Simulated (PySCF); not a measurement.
# How methods differ on the excitation energy of O

O [He] 2s2 2p4 (3P) → O [He] 2s1 2p5 (3P), as a difference of total energies. Computed with PySCF 2.14 in dyall-acv3z, with scalar relativity by spin-free X2C-1e. Correlated levels: valence: 1s2 frozen; virtual orbitals above 40 to 60 times the deepest correlated orbital energy dropped. The calculations carry no spin-orbit coupling.

```csv
method,excitation energy (cm⁻¹)
UHF,136280
MP2 (valence),129580
SCS-MP2 (valence),129080
CCSD (valence),126230
CCSD(T) (valence),123320
```

The upper state lies above the first ionisation limit, where it may autoionise and the basis confines it.

The coupled-cluster amplitudes are large for the upper state (T1 above 0.03 or a double amplitude above 0.15), so a single reference is strained.
